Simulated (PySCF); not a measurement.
An unknown shows these calculated signals:

¹H NMR (500 MHz, computed): δ 7.21 (m, 2H), 5.90 (m, 2H), 5.17 (m, 1H), 4.30 (m, 2H).

¹³C{¹H} NMR (computed): δ 157.7 (CH), 133.4 (C), 132.1 (CH), 67.8 (CH2).

How the numbers were obtained: shielding tensors at PBE0/pcSseg-1 (GIAO), structure optimised with GFN2-xTB, in PySCF (no solvent model, no relativistic terms, a single conformation, rapidly exchanging positions averaged).

References, each an isolated molecule treated in the same way: ¹H (σref 31.72), ¹³C (σref 186.93) against TMS.

Problem. Which of these does the molecule contain: a C≡C triple bond, a nitrile, a Si–H bond, a CF3 group, a non-aromatic C=C double bond, an amide?

Solution. 
- A C≡C triple bond: no.
- A nitrile: no.
- A Si–H bond: yes (δH 5.17 (m)).
- A CF3 group: yes (δC 133.4).
- A non-aromatic C=C double bond: yes.
- An amide: no.

The data belong to SMILES FC(F)(F)CO[SiH]1C=CC=C1, C6H7F3OSi; they needn't prove each group on their own.

Carbon signals by region: 3 in the sp2 and nitrile region (100–160 ppm), 1 at 50–100 ppm.

Splittings by ¹⁹F in the carbon and heteronuclear signals aren't shown, as no couplings were computed. Shifts are as computed. Against solution values, carbons near 30 ppm lie about +3 ppm off and those near 130 ppm about +5 ppm. Of 1211 compounds with measured shifts, 218 miss one by over three times the rms of a fit or turn the order of signals round; such compounds aren't used in these exercises. No couplings were computed; multiplicities are counted from neighbouring protons, with m where these are inequivalent, close in shift, in a saturated or five-membered ring or joined by F or P, and br s for small geminal =CH2 splittings.
